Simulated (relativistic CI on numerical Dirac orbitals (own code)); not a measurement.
## Fe3+ (3d5) in a crystal field

Calculated by Dirac-Coulomb-Breit CI, orbitals from a KLI potential per configuration, a model potential for QED, valence Slater integrals scaled by 0.75, one configuration in a parametric crystal field (own radial code).

Field parameters in Wybourne normalisation: D3d B²₀ = −7Dσ, B⁴₀ = −14Dq − 21Dτ, B⁴₃ = −14√(10/7) Dq. The field is a parameter set, without covalency.

S and J are read from ⟨S²⟩ = S(S + 1) and ⟨J²⟩ = J(J + 1) of each level; they are not fictitious spins.

D3d, 10Dq = 12300, Dσ = -1200, Dτ = 90 cm⁻¹, the lowest 10 levels:

```csv
E (cm⁻¹),Degeneracy,Irrep,S,J
0.0,2,Γ4,2.50,2.50
0.4,2,Γ5+Γ6,2.50,2.50
0.5,2,Γ4,2.50,2.50
16774,2,Γ4,1.48,3.79
16835,2,Γ5+Γ6,1.50,3.77
17083,2,Γ4,1.48,3.89
17255,2,Γ5+Γ6,1.49,3.67
17375,2,Γ4,1.50,3.45
17470,2,Γ4,1.49,3.26
20165,2,Γ4,0.59,4.78
```

Principal g values of the ground doublet: 0.00, 0.00, 10.01.

D3d, 10Dq = 12300, Dσ = 1200, Dτ = 90 cm⁻¹, the lowest 10 levels:

```
E (cm⁻¹)  Degeneracy  Irrep     S     J
     0.0           2     Γ4  2.50  2.50
     0.3           2  Γ5+Γ6  2.50  2.50
     0.4           2     Γ4  2.50  2.50
   16429           2     Γ4  1.47  3.74
   16501           2  Γ5+Γ6  1.49  3.73
   16553           2     Γ4  1.50  3.65
   16557           2     Γ4  1.50  3.60
   18191           2     Γ4  1.48  3.57
   18217           2  Γ5+Γ6  1.49  3.61
   19953           2     Γ4  0.58  4.77
```

Principal g values of the ground doublet: 0.00, 0.00, 10.00.

D3d, 10Dq = 12300, Dσ = 980, Dτ = 90 cm⁻¹, the lowest 10 levels:

| E (cm⁻¹) | Degeneracy | Irrep | S | J |
| --- | --- | --- | --- | --- |
| 0.0 | 2 | Γ4 | 2.50 | 2.50 |
| 0.3 | 2 | Γ5+Γ6 | 2.50 | 2.50 |
| 0.4 | 2 | Γ4 | 2.50 | 2.50 |
| 16648 | 2 | Γ4 | 1.47 | 3.76 |
| 16723 | 2 | Γ5+Γ6 | 1.49 | 3.74 |
| 16773 | 2 | Γ4 | 1.50 | 3.68 |
| 16780 | 2 | Γ4 | 1.50 | 3.55 |
| 18159 | 2 | Γ4 | 1.48 | 3.56 |
| 18183 | 2 | Γ5+Γ6 | 1.49 | 3.61 |
| 20109 | 2 | Γ4 | 0.58 | 4.79 |

Principal g values of the ground doublet: 0.00, 0.00, 10.00.

The free-ion ground term has S = 5/2. Every field shown keeps that spin.

Levels of this model without a field, named by their leading LS term (the scale mimics covalency, so terms lie below those of the real free ion): ⁶S5/2 0, ⁴G11/2 27529, ⁴G9/2 27579, ⁴G5/2 27591, ⁴G7/2 27594, ⁴P5/2 31730, ⁴P3/2 31818, ⁴P1/2 31912 cm⁻¹.
